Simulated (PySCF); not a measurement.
Stepwise substitution at one centre (Al Br-NH2). All species are isolated molecules in the gas phase. Strings in code marks are SMILES.

The four lowest singlet excitations (Tamm–Dancoff). Level of theory: PySCF with PBE-D3(BJ)/def2-TZVP // B3LYP-D3(BJ)/def2-TZVP. Excitations are Tamm–Dancoff values on a coarser integration grid. The basis has no diffuse functions, so Rydberg states are missing or too high.

```
state  energy (eV)  wavelength (nm)  oscillator strength
-----  -----------  ---------------  -------------------
S1            5.01              247                0.009
S2            5.67              219                0.023
S3            5.81              213                0.000
S4            5.96              208                0.001
```

Q: Identify which member gives these states.
(A) `[NH2][Al]([NH2])[NH2]`
(B) `[NH2][Al]([Br])[Br]`
(C) `[NH2][Al]([NH2])[Br]`

A: B, `[NH2][Al]([Br])[Br]`
